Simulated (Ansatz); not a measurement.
Consider the isomerisation: `CC(C)=[O+][AlH3-]` → `CC[CH](O)[AlH2]`.

Gas-phase electronic energies from Ansatz, PBE0-D4/def2-TZVP geometries. CCSD(T)/CBS is the MP2 limit (def2-TZVPP, def2-QZVPP) plus CCSD(T) − MP2 in def2-TZVPP, frozen cores. DFT in def2-TZVPP. One conformer a species, not always the lowest.

CCSD(T)/CBS gives +78.9 kJ/mol.

(1) Another level gave +81.8 kJ/mol. Which?
A. MP2/def2-TZVPP
B. r2SCAN/def2-TZVPP
C. HF/def2-TZVPP
D. CCSD/def2-TZVPP

Largest T1 diagnostic among the species: 0.014.

## Answers

(1) D. CCSD/def2-TZVPP 81.8, r2SCAN 96.9, MP2/def2-TZVPP 75.2, HF/def2-TZVPP 110.5 kJ/mol.

In def2-TZVPP, CCSD(T) changes the Hartree–Fock value by −27.5 kJ/mol (the triples alone add +1.1 kJ/mol) and MP2 by −35.2 kJ/mol. From PBE to PBE0 (25 % exact exchange), in def2-TZVPP and without D4, ΔE moves by −5.2 kJ/mol.
